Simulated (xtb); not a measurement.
xtb input (GFN2-xTB):

```bash
xtb mol.xyz --gfn 2 --ohess tight --chrg -1 --uhf 0
```
mol.xyz:
```
9

C     -1.64955560     0.03949499    -0.29464694
C     -0.43537586     0.10817114     0.31352719
C      0.74004797    -0.67846749     0.01353629
C      1.88514284     0.10347885    -0.36090519
N      2.86527865     0.79639195    -0.71921349
H     -2.41791490     0.68448869     0.00915500
H     -1.78374388    -0.69457276    -1.06204900
H     -0.28273396     0.88765958     1.11103570
H      1.06133416    -1.27081479     0.89500792
```

Output:

```
           -------------------------------------------------
          |                Calculation Setup                |
           -------------------------------------------------

           -------------------------------------------------
          |                 G F N 2 - x T B                 |
           -------------------------------------------------

        Reference                      10.1021/acs.jctc.8b01176
      * Hamiltonian:
        H0-scaling (s, p, d)           1.850000    2.230000    2.230000
        zeta-weighting                 0.500000
      * Dispersion:
        s8                             2.700000
        a1                             0.520000
        a2                             5.000000
        s9                             5.000000
      * Repulsion:
        kExp                           1.500000    1.000000
        rExp                           1.000000
      * Coulomb:
        alpha                          2.000000
        third order                    shell-resolved
        anisotropic                    true
        a3                             3.000000
        a5                             4.000000
        cn-shift                       1.200000
        cn-exp                         4.000000
        max-rad                        5.000000

          ...................................................
          :                      SETUP                      :
          :.................................................:
          :  # basis functions                  24          :
          :  # atomic orbitals                  24          :
          :  # shells                           14          :
          :  # electrons                        26          :
          :  max. iterations                   250          :
          :  Hamiltonian                  GFN2-xTB          :
          :  restarted?                      false          :
          :  GBSA solvation                  false          :
          :  PC potential                    false          :
          :  electronic temp.          300.0000000     K    :
          :  accuracy                    1.0000000          :
          :  -> integral cutoff          0.2500000E+02      :
          :  -> integral neglect         0.1000000E-07      :
          :  -> SCF convergence          0.1000000E-05 Eh   :
          :  -> wf. convergence          0.1000000E-03 e    :
          :  Broyden damping             0.4000000          :
          :  net charge                         -1          :
          :  unpaired electrons                  0          :
          ...................................................

 iter      E             dE          RMSdq      gap      omega  full diag
   1    -13.7272958 -0.137273E+02  0.566E+00    3.39       0.0  T
   2    -13.7637838 -0.364880E-01  0.334E+00    1.52       1.0  T
   3    -13.7341677  0.296161E-01  0.261E+00    1.73       1.0  T
   4    -13.7743664 -0.401987E-01  0.126E+00    1.69       1.0  T
   5    -13.7831003 -0.873389E-02  0.289E-01    1.66       1.0  T
   6    -13.7837591 -0.658845E-03  0.123E-01    1.70       1.0  T
[...]
     1   6 C        2   6 C                                       1.3546899
     2   6 C        3   6 C                                       1.4028356 (max)
     3   6 C        4   6 C                                       1.3627509
     4   6 C        5   7 N                                       1.1702560
Molecule has the following symmetry elements: (sigma)
It seems to be the Cs point group
     1   6 C        6   1 H                                       1.0811455 (min)
     1   6 C        7   1 H                                       1.0812825
     2   6 C        8   1 H                                       1.0911418
     3   6 C        9   1 H                                       1.0874245

 * 3 distinct bonds (by element types)

   Z      Z             #   av. dist./Å        max./Å        min./Å
   1 H    6 C           4     1.0852486     1.0911418     1.0811455
   6 C    6 C           3     1.3734255     1.4028356     1.3546899
   6 C    7 N           1     1.1702560     1.1702560     1.1702560

           -------------------------------------------------
          |               Frequency Printout                |
           -------------------------------------------------
 projected vibrational frequencies (cm⁻¹)
eigval :       -0.00    -0.00    -0.00     0.00     0.00     0.00
eigval :      155.41   169.96   399.54   455.83   558.13   567.85
eigval :      601.27   635.58   934.82   982.94  1101.75  1228.54
eigval :     1284.70  1347.14  1471.69  1647.56  2281.71  2944.88
eigval :     2963.66  3031.76  3038.56
 reduced masses (amu)
   1: 11.12   2: 12.01   3: 10.91   4: 12.65   5: 11.81   6:  6.50   7:  9.85   8: 11.14
   9:  9.14  10: 12.24  11: 11.59  12:  4.63  13:  3.93  14:  3.38  15:  5.45  16:  2.08
  17:  6.95  18:  6.06  19:  3.56  20:  7.48  21:  5.06  22: 10.92  23: 12.67  24:  1.76
  25:  1.78  26:  1.75  27:  1.81
 IR intensities (km·mol⁻¹)
   1:  9.77   2:  7.42   3:  1.59   4: 15.85   5: 13.04   6:  0.02   7:  5.10   8:  9.16
   9:  2.07  10: 26.55  11:  7.51  12: 45.40  13:  2.15  14:  0.19  15:  2.94  16:  2.32
  17:  2.17  18: 14.31  19: 13.66  20: 14.32  21: 86.35  22:470.96  23:******  24:118.86
  25:150.39  26:192.27  27:195.72
 Raman intensities (Ä⁴*amu⁻¹)
   1:  0.00   2:  0.00   3:  0.00   4:  0.00   5:  0.00   6:  0.00   7:  0.00   8:  0.00
   9:  0.00  10:  0.00  11:  0.00  12:  0.00  13:  0.00  14:  0.00  15:  0.00  16:  0.00
  17:  0.00  18:  0.00  19:  0.00  20:  0.00  21:  0.00  22:  0.00  23:  0.00  24:  0.00
  25:  0.00  26:  0.00  27:  0.00
 output can be read by thermo (or use thermo option).
 writing <g98.out> molden fake output.
 recommended (thermochemical) frequency scaling factor: 1.0
           -------------------------------------------------
          |             Thermodynamic Functions             |
           -------------------------------------------------

cs  symmetry found (for desy threshold:  0.10E+00) used in thermo

          ...................................................
          :                      SETUP                      :
          :.................................................:
          :  # frequencies                          21      :
          :  # imaginary freq.                       0      :
          :  linear?                             false      :
          :  only rotor calc.                    false      :
          :  symmetry                               cs      :
          :  rotational number                       1      :
          :  scaling factor                  1.0000000      :
          :  rotor cutoff                   50.0000000 cm⁻¹ :
          :  imag. cutoff                  -20.0000000 cm⁻¹ :
          :.................................................:

    mode    ω/cm⁻¹     T·S(HO)/kcal·mol⁻¹    T·S(FR)/kcal·mol⁻¹   T·S(vib)
   ------------------------------------------------------------------------
       1    155.41    -0.77665 ( 98.94%)    -0.72038 (  1.06%)    -0.77606
       2    169.96    -0.72626 ( 99.26%)    -0.69388 (  0.74%)    -0.72602
   ------------------------------------------------------------------------

   temp. (K)  partition function   enthalpy   heat capacity  entropy
                                   cal/mol     cal/K/mol   cal/K/mol   J/K/mol
 298.15  VIB   5.86                 1651.421     12.518      9.049
         ROT  0.555E+05              888.752      2.981     24.690
         INT  0.325E+06             2540.173     15.499     33.739
Note: The following floating-point exceptions are signalling: IEEE_UNDERFLOW_FLAG IEEE_DENORMAL
normal termination of xtb
         TR   0.520E+27             1481.254      4.968     38.466
         TOT                        4021.4269    20.4675    72.2048   302.1049

       T/K    H(0)-H(T)+PV         H(T)/Eh          T*S/Eh         G(T)/Eh
   ------------------------------------------------------------------------
    298.15    0.640855E-02    0.697490E-01    0.343068E-01    0.354422E-01
   ------------------------------------------------------------------------

         :::::::::::::::::::::::::::::::::::::::::::::::::::::
         ::                  THERMODYNAMIC                  ::
         :::::::::::::::::::::::::::::::::::::::::::::::::::::
         :: total free energy         -13.601711286023 Eh   ::
         ::.................................................::
         :: total energy              -13.637153508368 Eh   ::
         :: zero point energy           0.063340498275 Eh   ::
         :: G(RRHO) w/o ZPVE           -0.027898275930 Eh   ::
         :: G(RRHO) contrib.            0.035442222345 Eh   ::
         :::::::::::::::::::::::::::::::::::::::::::::::::::::

optimized geometry written to: xtbopt.xyz

           -------------------------------------------------
          | TOTAL ENERGY              -13.637153508368 Eh   |
          | TOTAL ENTHALPY            -13.567404458371 Eh   |
          | TOTAL FREE ENERGY         -13.601711286023 Eh   |
          | GRADIENT NORM               0.000336539516 Eh/α |
          | HOMO-LUMO GAP               3.237621128399 eV   |
           -------------------------------------------------

------------------------------------------------------------------------
------------------------------------------------------------------------
 total:
 SCF:
 ANC optimizer:
 analytical hessian:
```

It need not be the lowest isomer of its formula. Whether it binds its extra electron was not tested at this geometry.
